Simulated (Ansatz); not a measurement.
Stepwise reaction of `[NH2][Zr]([NH2])([Cl])[Cl]` with hydrogen chloride, as a gas-phase model of exchange steps in deposition or etching. ΔE in kJ/mol; ΔG adds harmonic PBE0-D4 terms to CCSD(T)/CBS, at 1 bar.

Computed with Ansatz on PBE0-D4/def2-TZVP structures; ΔE is electronic, products minus reactants. CCSD(T)/CBS is the MP2 limit (def2-TZVPP, def2-QZVPP) plus CCSD(T) − MP2 in def2-TZVPP, frozen cores. This one scheme is used for every species. Functionals use def2-TZVPP. B3LYP here is the variant with VWN-RPA as its local correlation; programs differ in this. Elements past krypton have def2 core potentials. For Zr outer-core shells are correlated without core-valence functions, which leaves a few kJ/mol of doubt a bond. One conformer a species, not always the lowest.

| step | reaction | PBE-D4 | B3LYP-D4 | ωB97M-V | CCSD(T)/CBS | ΔG(600 K) |
| --- | --- | --- | --- | --- | --- | --- |
| 1 | `[NH2][Zr]([NH2])([Cl])[Cl]` + HCl → `[NH2][Zr]([Cl])([Cl])[Cl]` + NH₃ | -93.0 | -93.8 | -93.3 | -94.2 | -92.7 |
| 2 | `[NH2][Zr]([Cl])([Cl])[Cl]` + HCl → `[Cl][Zr]([Cl])([Cl])[Cl]` + NH₃ | -87.0 | -86.4 | -85.1 | -87.4 | -53.1 |

(1) By hand: ΔE of the 2 steps together at CCSD(T)/CBS.

## Answers

(1) (-94.2) + (-87.4) = -181.6 kJ/mol, or -90.8 kJ/mol a step.

In ΔE each step is higher than the one before. All are downhill at CCSD(T)/CBS. ΔG lies between -92.7 and -53.1 kJ/mol a step. PBE-D4 differs from CCSD(T)/CBS by 0.4 to 1.2 kJ/mol a step. Isolated molecules leave out the surface, adducts and barriers. Largest T1 diagnostic: 0.016.
